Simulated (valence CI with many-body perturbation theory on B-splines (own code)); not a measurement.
Valence orbitals of Ga9+

Computed by valence CI with perturbative core correlation (CI+MBPT): four valence electrons over a frozen Dirac-Fock core [Ar], a basis of 9 s, 9 p, 10 d, 8 f, 5 g, 3 h, 1 i functions for each j, with the one-electron correlation potential Σ1, the two-electron term Σ2, the three-electron term Σ3, Breit, model QED; selected CI, second order for the rest, scaled by the run's own slope (own B-spline code, finite nucleus).

No measured spectrum was set against this ion. As an estimate, terms of the open shell hold to 2 to 4 % of their energy, and close levels can change places. Core correlation moves these levels by up to 4900 cm⁻¹, and in measured spectra 5 to 20 % of such shifts remained as error; rates that hang on mixing are uncertain with them. Only levels of the ground parity were solved; by the run's estimate the other parity begins above the list, which can be wrong where configurations are misplaced.

These are the spectroscopic orbitals of the CI (the correlating ones are not listed), shaped by the core and the other valence electrons. h is the expectation value of the core's Dirac-Fock operator, without the valence repulsion; Σ1 is computed up to l = 3 at one energy for each symmetry, that of its lowest orbital but kept below the first core excitation, so for empty shells it is not the orbital's own correlation shift; Breit and QED include the response of the core.

| Orbital | h (hartree) | Σ1 (cm⁻¹) | Breit (cm⁻¹) | QED (cm⁻¹) | ⟨r⟩ (bohr) |
| --- | --- | --- | --- | --- | --- |
| 4s1/2 | -7.9246 | -6077 | 235 | 173 | 1.395 |
| 5s1/2 | -4.5535 | -1998 | 104 | 76.3 | 2.452 |
| 6s1/2 | -2.9625 | -934 | 53.9 | 39.8 | 3.814 |
| 4p1/2 | -7.246 | -5701 | 341 | -18.7 | 1.467 |
| 5p1/2 | -4.2431 | -2022 | 158 | -8.5 | 2.579 |
| 6p1/2 | -2.7954 | -981 | 85.1 | -4.5 | 3.995 |
| 4p3/2 | -7.1949 | -5583 | 208 | -4.7 | 1.478 |
| 5p3/2 | -4.2204 | -1996 | 96.5 | -2.1 | 2.593 |
| 6p3/2 | -2.7832 | -972 | 53.0 | -1.1 | 4.013 |
| 3d3/2 | -12.956 | -19945 | 315 | -101 | 0.6066 |
| 4d3/2 | -6.129 | -4807 | 88.6 | -17.1 | 1.610 |
| 5d3/2 | -3.7395 | -2027 | 44.0 | -7.9 | 2.834 |
| 3d5/2 | -12.926 | -19755 | -63.8 | -82.0 | 0.6088 |
| 4d5/2 | -6.1207 | -4787 | 13.1 | -13.2 | 1.612 |
| 5d5/2 | -3.7357 | -2019 | 7.8 | -6.1 | 2.837 |
| 4f5/2 | -5.21 | -4779 | -10.9 | -3.5 | 1.687 |
| 5f5/2 | -3.3338 | -2501 | -7.0 | -2.3 | 2.997 |
| 4f7/2 | -5.2093 | -4720 | -20.8 | -2.8 | 1.687 |
| 5f7/2 | -3.3333 | -2463 | -13.4 | -1.9 | 2.997 |
| 5g7/2 | -3.207 |  | -0.3 | -0.2 | 2.740 |
| 5g9/2 | -3.2068 |  | -0.6 | 0.0 | 2.741 |

Among the shells of the start configuration 3d4, Σ1 is largest in size for 3d3/2, where it is 0.70 % of h.

Lowest root of each symmetry, sizes in configuration state functions:

| J | Parity | Roots | Reference | Variational | Second order | Change by selected CI (cm⁻¹) | Change by second order (cm⁻¹) |
| --- | --- | --- | --- | --- | --- | --- | --- |
| 0 | even | 5 | 19 | 8472 | 136911 | -7368 | -8 |
| 1 | even | 4 | 43 | 17481 | 281794 | -7343 | -9 |
| 2 | even | 8 | 61 | 25558 | 236787 | -7322 | -9 |
| 3 | even | 6 | 57 | 24854 | 363489 | -7313 | -14 |
| 4 | even | 7 | 48 | 24944 | 259004 | -7328 | -12 |
| 5 | even | 2 | 29 | 23592 | 145005 | -9269 | -14 |
| 6 | even | 2 | 15 | 19816 | 76321 | -9249 | -10 |
